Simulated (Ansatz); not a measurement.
Geometry optimisation, Ansatz, RKS PBE-D4/6-31G*.

The input (input.yaml):

```yaml
crystal:
  periodic: [false, false, false]
  atoms:
    - { symbol: Al, position_ang: [0.0, 0.0, 0.0] }
    - { symbol: O, position_ang: [0.0, 0.0, 2.13] }
    - { symbol: H, position_ang: [-0.9095, -0.2814, 2.4671] }
    - { symbol: "N", position_ang: [1.6627, 0.0, -0.96] }
    - { symbol: H, position_ang: [2.1293, -0.9179, -1.2118] }
    - { symbol: H, position_ang: [2.1141, 0.9179, -1.2382] }
    - { symbol: H, position_ang: [-1.351, 0.0, -0.78] }
    - { symbol: S, position_ang: [0.1147, 2.4267, 0.8072] }
    - { symbol: H, position_ang: [0.6673, 2.4659, 2.093] }
    - { symbol: H, position_ang: [0.0596, 1.2609, 1.9536] }
basis:
  gaussian: { orbitals: "6-31G*" }
hamiltonian:
  xc: pbe
  dispersion: d4
relax:
  f_tol: 0.15
  max_steps: 25
  restrain:
    - { distance: [0, 7], at: 3.46, k: 30.0 }
    - { distance: [9, 1], at: 2.21, k: 30.0 }
    - { distance: [0, 1], at: 1.78, k: 30.0 }
    - { distance: [9, 7], at: 1.4, k: 30.0 }
```

Launched with:

```bash
$ ansatz run input.yaml --threads 1 --pin off --max-ram 2048MiB --backend cpu --events-out ev --progress --plain --runs-dir out
```

**Question.** Where does it end, and by what steps?

**Answer.** The run converged. The restraints hold the end off the free minimum. After 13 steps the energy has fallen by 1.864 eV (the restraints' own energy left out); H5 moved furthest, 1.10 Å. Parted: Al1–S8 (2.56 → 3.46 Å).

| step | energy less start (eV) | largest force component (eV/Å) | accepted |
| --- | --- | --- | --- |
| 0 | 0.0000 | 2.771 | yes |
| 1 | 0.3315 | 2.171 | yes |
| 2 | 0.4262 | 2.066 | yes |
| 3 | -0.3696 | 1.734 | yes |
| 4 | -1.1221 | 1.303 | yes |
| 5 | -1.3455 | 1.729 | yes |
| 6 | -1.5498 | 0.703 | yes |
| 7 | -1.6305 | 0.634 | yes |
| 8 | -1.7183 | 0.550 | yes |
| 9 | -1.7560 | 1.054 | yes |
| 10 | -1.7993 | 1.101 | yes |
| 11 | -1.8589 | 0.574 | yes |
| 12 | -1.8626 | 0.515 | yes |
| 13 | -1.8644 | 0.447 | yes |

```xyz
10
Properties=species:S:1:pos:R:3
Al -0.046 -0.094 -0.052
O -0.067 -0.510 1.667
H -0.941 -0.760 2.025
N 1.565 -0.119 -0.821
H 2.440 -0.324 -0.340
H 1.742 0.162 -1.786
H -1.381 0.059 -0.915
S -0.065 2.897 1.680
H 1.290 2.936 1.567
H -0.050 1.626 2.236
```

Run time: 47 s on 1 thread of Arm Neoverse V1, with other jobs on the host, peak memory 0.14 GiB.
